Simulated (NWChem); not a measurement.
System: sulfur hexafluoride (SF6); SMILES FS(F)(F)(F)(F)F

Here is an NWChem input.

```
start job
memory heap 200 mb stack 900 mb global 1100 mb
geometry units angstroms noautoz
  F      0.745193     0.976465    -0.994837
  S      0.000000     0.000000     0.000000
  F      1.382398    -0.662784     0.384965
  F     -0.179325    -1.051549    -1.166442
  F     -1.382398     0.662784    -0.384965
  F      0.179325     1.051549     1.166442
  F     -0.745193    -0.976465     0.994837
end
basis spherical
  * library aug-cc-pvtz
end
dft
  xc b3lyp
  iterations 150
  semidirect filesize 400000000
  mulliken
end
task dft energy
```

NWChem printed, in part:

```
             Northwest Computational Chemistry Package (NWChem) 7.3.0
             --------------------------------------------------------

 CI  symmetry detected

                             Geometry "geometry" -> ""
                             -------------------------

 Output coordinates in angstroms (scale by  1.889725989 to convert to a.u.)

  No.       Tag          Charge          X              Y              Z
 ---- ---------------- ---------- -------------- -------------- --------------
    1 F                    9.0000     0.79503383     0.80452746    -1.10415304
    2 S                   16.0000     0.00000000     0.00000000     0.00000000
    3 F                    9.0000     1.21810631    -0.99588313     0.15145536
    4 F                    9.0000    -0.61857163    -0.92707934    -1.12088926
    5 F                    9.0000    -1.21810631     0.99588313    -0.15145536
    6 F                    9.0000     0.61857163     0.92707934     1.12088926
    7 F                    9.0000    -0.79503383    -0.80452746     1.10415304

 Effective nuclear repulsion energy (a.u.)     560.0250825693

      Symmetry information
      --------------------

 Group name             Ci
 Group number              3
 Group order               2
 No. of unique centers     4

                                 NWChem DFT Module
                                 -----------------

 Summary of "ao basis" -> "ao basis" (spherical)
 ------------------------------------------------------------------------------
       Tag                 Description            Shells   Functions and Types
 ---------------- ------------------------------  ------  ---------------------
 F                        aug-cc-pvtz               14       46   5s4p3d2f
 S                        aug-cc-pvtz               16       50   6s5p3d2f

      Symmetry analysis of basis
      --------------------------

        ag        159
        au        167

            General Information
            -------------------
          SCF calculation type: DFT
          Wavefunction type:  closed shell.
          No. of atoms     :     7
          No. of electrons :    70
           Alpha electrons :    35
            Beta electrons :    35
          Charge           :     0
          Spin multiplicity:     1
          Use of symmetry is: on ; symmetry adaption is: on
          Maximum number of iterations: 150
          AO basis - number of functions:   326
                     number of shells:   100
          Convergence on energy requested:  1.00D-06
          Convergence on density requested:  1.00D-05
          Convergence on gradient requested:  5.00D-04

              XC Information
              --------------
                         B3LYP Method XC Potential
                     Hartree-Fock (Exact) Exchange  0.200
                        Slater Exchange Functional  0.800 local
                    Becke 1988 Exchange Functional  0.720 non-local
              Lee-Yang-Parr Correlation Functional  0.810
                  VWN I RPA Correlation Functional  0.190 local

             Grid Information
             ----------------
          Grid used for XC integration:  medium
          Radial quadrature: Mura-Knowles
          Angular quadrature: Lebedev.
          Tag              B.-S. Rad. Rad. Pts. Rad. Cut. Ang. Pts.
          ---              ---------- --------- --------- ---------
          F                   0.50       49          11.0       434
          S                   1.00       88           9.0       590
          Grid pruning is: on
          Number of quadrature shells:   235
          Spatial weights used:  Erf1

      Superposition of Atomic Density Guess
      -------------------------------------

 Sum of atomic energies:        -993.96382779

      Non-variational initial energy
      ------------------------------

 Total energy =    -995.850725
 1-e energy   =   -2502.551094
 2-e energy   =     946.675287
 HOMO         =      -0.568385
 LUMO         =      -0.022094

      Symmetry analysis of molecular orbitals - initial
      -------------------------------------------------

  Numbering of irreducible representations:

     1 ag          2 au

  Orbital symmetries:

     1 ag          2 ag          3 au          4 au          5 au
     6 ag          7 ag          8 ag          9 au         10 au
    11 au         12 ag         13 au         14 au         15 au
    16 ag         17 ag         18 ag         19 au         20 au
    21 au         22 ag         23 ag         24 ag         25 ag
    26 ag         27 au         28 au         29 au         30 au
    31 au         32 au         33 ag         34 ag         35 ag
    36 ag         37 au         38 au         39 au         40 ag
    41 ag         42 ag         43 ag         44 ag         45 ag

------------------------------------------------------------
EAF file 0: "./job.aoints.0" size=3184001024 bytes
------------------------------------------------------------
               write      read    awrite     aread      wait
               -----      ----    ------     -----      ----
     calls:     6104         1         0         0         0
   data(b): 3.20e+09  5.24e+05  0.00e+00  0.00e+00
   time(s): 0.00e+00  0.00e+00  0.00e+00  0.00e+00  0.00e+00
rate(mb/s): 0.00e+00  0.00e+00
------------------------------------------------------------

     ---------------------------------------------
      Total Density - Mulliken Population Analysis
     ---------------------------------------------

    Atom       Charge   Shell Charges
 -----------   ------   -------------------------------------------------------
    1 F    9     8.84   1.95  1.09  0.27  0.56 -0.40  1.60  2.55  1.21  0.03  0.00  0.01 -0.03  0.00  0.00
    2 S   16    16.94   2.00  1.88  0.80  0.07  2.18  0.68  5.76  1.43  0.46  1.58 -0.09 -0.68  0.26  0.24  0.19  0.18
    3 F    9     8.85   1.95  1.09  0.27  0.55 -0.39  1.60  2.55  1.21  0.04  0.00  0.01 -0.03  0.00  0.00
    4 F    9     8.84   1.95  1.09  0.27  0.55 -0.40  1.60  2.55  1.21  0.03  0.00  0.01 -0.03  0.00  0.00
    5 F    9     8.85   1.95  1.09  0.27  0.55 -0.39  1.60  2.55  1.21  0.04  0.00  0.01 -0.03  0.00  0.00
    6 F    9     8.84   1.95  1.09  0.27  0.55 -0.40  1.60  2.55  1.21  0.03  0.00  0.01 -0.03  0.00  0.00
    7 F    9     8.84   1.95  1.09  0.27  0.56 -0.40  1.60  2.55  1.21  0.03  0.00  0.01 -0.03  0.00  0.00

   convergence    iter        energy       DeltaE   RMS-Dens  Diis-err
 ---------------- ----- ----------------- --------- --------- ---------
 d= 0,ls=0.0,diis     1   -997.0425073064 -1.56D+03  2.26D-02  4.99D+00
 d= 0,ls=0.0,diis     2   -996.6144271489  4.28D-01  2.94D-03  1.11D+01
 d= 0,ls=0.0,diis     3   -997.4340722634 -8.20D-01  4.00D-04  1.01D-01
 d= 0,ls=0.0,diis     4   -997.4383747198 -4.30D-03  1.64D-04  2.31D-02
 d= 0,ls=0.0,diis     5   -997.4398829624 -1.51D-03  1.37D-05  4.81D-05
  Resetting Diis
 d= 0,ls=0.0,diis     6   -997.4398860844 -3.12D-06  1.94D-06  2.44D-07
 d= 0,ls=0.0,diis     7   -997.4398860968 -1.24D-08  5.37D-07  4.47D-08

         Total DFT energy =     -997.439886096750
      One electron energy =    -2498.023783399181
           Coulomb energy =     1029.210406929554
    Exchange-Corr. energy =      -88.651592196441
 Nuclear repulsion energy =      560.025082569319

 Numeric. integr. density =       69.999996452155

                  Occupations of the irreducible representations
                  ----------------------------------------------

                     irrep           alpha         beta
                     --------     --------     --------
                     ag               17.0         17.0
                     au               18.0         18.0

                       DFT Final Molecular Orbital Analysis
                       ------------------------------------

 Vector   33  Occ=2.000000D+00  E=-4.463082D-01  Symmetry=ag
              MO Center= -3.3D-14, -4.8D-14, -4.3D-14, r^2= 2.9D+00
   Bfn.  Coefficient  Atom+Function         Bfn.  Coefficient  Atom+Function
  ----- ------------  ---------------      ----- ------------  ---------------
    11      0.173296  1 F  pz               291     -0.173296  7 F  pz
   153     -0.170804  4 F  pz               245      0.170804  6 F  pz
     8      0.149795  1 F  pz               288     -0.149795  7 F  pz
   150     -0.147639  4 F  pz               242      0.147639  6 F  pz
    10      0.143996  1 F  py               290     -0.143996  7 F  py

 Vector   34  Occ=2.000000D+00  E=-4.463011D-01  Symmetry=ag
              MO Center=  1.9D-14, -9.1D-15, -2.3D-15, r^2= 2.9D+00
   Bfn.  Coefficient  Atom+Function         Bfn.  Coefficient  Atom+Function
  ----- ------------  ---------------      ----- ------------  ---------------
     9      0.188779  1 F  px               289     -0.188779  7 F  px
   107      0.169703  3 F  pz               199     -0.169703  5 F  pz
     6      0.163178  1 F  px               286     -0.163178  7 F  px
    12      0.154979  1 F  px               292     -0.154979  7 F  px
    10     -0.153483  1 F  py               290      0.153483  7 F  py

 Vector   35  Occ=2.000000D+00  E=-4.462862D-01  Symmetry=ag
              MO Center=  1.0D-14,  1.0D-14,  1.6D-14, r^2= 2.9D+00
   Bfn.  Coefficient  Atom+Function         Bfn.  Coefficient  Atom+Function
  ----- ------------  ---------------      ----- ------------  ---------------
   151      0.188321  4 F  px               243     -0.188321  6 F  px
   107      0.174513  3 F  pz               199     -0.174513  5 F  pz
   148      0.162781  4 F  px               240     -0.162781  6 F  px
   152     -0.154155  4 F  py               154      0.154604  4 F  px
   244      0.154155  6 F  py               246     -0.154604  6 F  px

[...]
```

Level: B3LYP/aug-cc-pVTZ. Structure relaxed at the PBE0/def2-SVP level. B3LYP is NWChem's, with the RPA form of VWN correlation.
